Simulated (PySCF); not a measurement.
## Si2Cl2OF4

Si2Cl2OF4 is a molecule drawn to mimic a surface site (built as: Si site whose three back bonds go to F, Cl, OSiF3; end group Cl), neutral, singlet. The structure, one conformer, was relaxed in the gas phase by PBE0-D3(BJ)/def2-SVP. No frequency run checks that it is a minimum.

SMILES: F[Si](F)(F)O[Si](F)(Cl)Cl

```xyz
9

Si    1.638    0.367    0.165
F     1.777    1.842   -0.443
Cl    1.958    0.454    2.160
O     0.128   -0.172   -0.132
Si   -1.462   -0.009   -0.373
F    -1.758    0.499   -1.850
F    -2.074    1.038    0.656
F    -2.172   -1.414   -0.164
Cl    2.968   -0.849   -0.748
```
Atom numbers follow the order of the file, from 1.

Shieldings: GIAO PBE0/pcSseg-1. Shifts are against computed references at the same level: Si TMS (σ 352.0 ppm). Core levels by delta-SCF with SCAN, pcX-2 on the ionised atom and pcseg-1 elsewhere, spin-free X2C (2p3/2 is the spin-free 2p value less a third of a first-order spin-orbit splitting); from the vacuum level, for chosen atoms.

Give the NMR and core-level values of the distinct atoms.


```tsv
atoms	bonded to	σ (ppm)	δ (ppm)	core level (eV)
Si1	2 Cl + 1 F + 1 O	396.6	-44.7	2p3/2 110.89
F2	1 Si	276.0	-	1s 693.68
Cl3	1 Si	846.9	-	2p3/2 207.31
O4	2 Si	237.0	-	1s 540.20
Si5	3 F + 1 O	460.0	-108.0	-
F6	1 Si	334.0	-	-
F7	1 Si	334.2	-	-
F8	1 Si	336.5	-	-
Cl9	1 Si	850.9	-	2p3/2 207.32
```

Values are those of this one static structure; atoms that internal rotation interchanges would show their mean in an NMR spectrum.

By CAM-B3LYP/def2-SVPD (TDDFT singlets, Tamm-Dancoff triplets, ionisation by delta-SCF), where does absorption start, and what does vertical ionisation take?

The lowest singlet lies at 8.14 eV (f 0.036), the strongest of the first 6 at 8.97 eV (f 0.063), the lowest triplet at 7.63 eV; vertical ionisation takes 12.49 eV.
